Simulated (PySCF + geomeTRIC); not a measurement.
A geometry relaxed with TPSSh-D3(BJ)/def2-TZVP run with PySCF + geomeTRIC, charge 0, multiplicity 2:

```xyz
3

Br    -2.0008    -0.4212     0.0000
Ga    -0.0043     0.7655     0.0000
Br     2.0176    -0.3777     0.0000
```

**Question.** Write the SMILES of this molecule.

**Answer.** `[Br][Ga][Br]`
